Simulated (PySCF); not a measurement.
CH₆ClNO₂Si.

```xyz
12

N      2.0245    -0.4077    -1.3651
C      1.0039    -1.2074    -0.6747
Si    -0.1342    -0.2113     0.4260
O      0.8376     0.5583     1.5171
O     -1.3058    -1.0502     1.2471
Cl    -1.1105     1.1970    -0.7887
H      1.5724     0.3160    -1.9263
H      2.5909     0.0908    -0.6773
H      1.4987    -1.9813    -0.0614
H      0.4071    -1.7626    -1.4194
H      0.4132     1.1085     2.1863
H     -2.1725    -1.1295     0.8320
```

Geometry optimised at B3LYP-D3(BJ)/def2-SVP. The structure was generated by enumeration, and PubChem lists no compound with its InChIKey, so it may never have been made. The values are those of a single conformer.

The numbers are results of PBE/pcSseg-1 (PySCF), not measurements. Non-relativistic, no solvent.

Computed absolute GIAO shielding of each atom: isotropic value and principal components (ppm):
```
atom  σ(iso)    σ11    σ22     σ33   span
----  ------  -----  -----  ------  -----
N1     240.7  200.7  246.7   274.8   74.1
C2     144.3  122.5  140.9   169.5   47.0
Si3    350.6  328.5  345.6   377.6   49.1
O4     257.8  228.8  251.5   293.1   64.3
O5     249.7  220.8  237.5   290.9   70.1
Cl6    868.9  742.7  823.7  1040.2  297.5
H7      31.0   24.2   30.2    38.7   14.5
H8      31.2   24.7   29.1    39.7   15.0
H9      28.6   24.1   28.2    33.6    9.4
H10     29.1   24.7   28.5    34.0    9.3
H11     29.1   22.1   24.0    41.3   19.3
H12     29.4   21.9   25.4    40.9   19.1
```
